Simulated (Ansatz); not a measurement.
Born–Oppenheimer molecular dynamics of CH₇ClSn (10 atoms, charge 0, multiplicity 1). It starts at the highest image of a converged band. Of that band: Neighbouring images differ by up to 2.0 eV, so the band resolves the path poorly. A vibrational analysis at the climbing image gives one clearly imaginary mode, 1503i cm⁻¹: a first-order saddle point.

Theory: RHF/def2-SVP (Ansatz 0.2.0).

- ensemble: NVE (velocity Verlet)
- time step: 0.5 fs
- steps asked: 200
- starting velocities drawn for: 100 K
- seed: 8386

First frame:

```xyz
10
Properties=species:S:1:pos:R:3
Sn 0.158 0.123 -0.011
C 0.015 0.050 2.362
H -1.069 -0.062 2.380
H 0.509 -0.918 2.449
H 0.284 0.618 3.257
H 1.747 -0.096 -0.534
H -0.822 1.336 -0.653
H -0.677 -1.378 -0.075
Cl 1.420 2.510 1.344
H 0.629 1.127 1.850
```

Question: How far do the bonds stretch over the last three quarters of this one trajectory? (Pairs bonded in most of those frames.)

Answer: 
| bond | mean (Å) | spread (Å) | shortest | longest |
| --- | --- | --- | --- | --- |
| Sn1–C2 | 2.220 | 0.097 | 2.05 | 2.39 |
| Sn1–H6 | 1.711 | 0.013 | 1.69 | 1.73 |
| Sn1–H7 | 1.711 | 0.017 | 1.68 | 1.74 |
| Sn1–H8 | 1.721 | 0.026 | 1.68 | 1.76 |
| C2–H3 | 1.092 | 0.005 | 1.08 | 1.10 |
| C2–H4 | 1.093 | 0.010 | 1.07 | 1.11 |
| C2–H5 | 1.090 | 0.009 | 1.07 | 1.11 |
| Cl9–H10 | 1.308 | 0.103 | 1.14 | 1.45 |

Mean temperature of the second half: 1522 K. The conserved energy stayed within 0.61 meV per atom of its start (net change 0.15 meV per atom), so the integration is sound. The kinetic energy rose, since the run started high on the potential surface and went downhill. It ends in pieces (CH6Sn + ClH), so much of that is their flight and rotation, not heat. A run of 0.1 ps of so small a system gives no equilibrium averages. The orbitals stay closed-shell, which can raise the energy where a bond breaks towards radicals; this wasn't checked here.

The run took 6.9 min on 1 thread of Intel(R) Xeon(R) Platinum 8488C (Sapphire Rapids), with other jobs on the host, peak memory 0.2 GiB.
